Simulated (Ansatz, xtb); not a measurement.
## Ranking isomers of AlClHNSi

4 gas-phase structures of AlClHNSi, found in a search over its isomers (lower ones may exist). Each was relaxed with GFN2-xTB:

A. `[Si]=[N][AlH][Cl]`, a singlet
B. a singlet given by its coordinates
C. `[Cl][Al]1[NH][Si]1`, a singlet
D. `N#[Si][AlH][Cl]`, a singlet

B (Å):

```tsv
atom	x (Å)	y (Å)	z (Å)
Al	0.7741	0.3448	0.3480
Cl	1.3085	1.5834	1.9374
N	-1.3367	-2.0566	-1.4741
Si	0.0114	-1.1764	-1.4398
H	-2.1302	-2.2301	-0.8816
```

Close contacts (Å): Al1–Cl2 2.08, Al1–Si4 2.47, N3–Si4 1.61, N3–H5 1.01.

Estimate their order in r2SCAN-D4/def2-SVP energy at these geometries, lowest first.

Calculated order at r2SCAN-D4/def2-SVP: A (0.0), C (19.1), B (65.5), D (80.7) kcal/mol.

Energies above the lowest of each column, in kcal/mol; the last columns are at B3LYP-D3(BJ)/6-311G** geometries and were run for some of them only (a dash: not run or not comparable):

| structure | GFN2-xTB | HF/STO-3G | r2SCAN-D4/def2-SVP | B3LYP-D3(BJ)/6-311G** | CCSD(T)/def2-TZVP |
| --- | --- | --- | --- | --- | --- |
| A | 0.0 | 0.0 | 0.0 | 0.0 | 0.0 |
| C | 31.5 | 41.6 | 19.1 | 23.1 | 23.1 |
| B | 44.2 | 90.9 | 65.5 | – | – |
| D | 32.3 | 95.7 | 80.7 | – | – |

Every level run on A puts it lowest or level with the lowest. Flexible structures stand in one conformer each, not always the lowest. Frequencies (B3LYP-D3(BJ)/6-311G**) were run for A, C alone.

Over these structures GFN2-xTB departs from r2SCAN-D4/def2-SVP by 20.5 kcal/mol on average once a common shift is removed. A GFN2-xTB relaxation took about 0.11 s and the r2SCAN-D4/def2-SVP energy about 0.59 s on a shared host (Ansatz 0.2.0, xtb 6.7.1 (Pople sets with spherical d functions)).
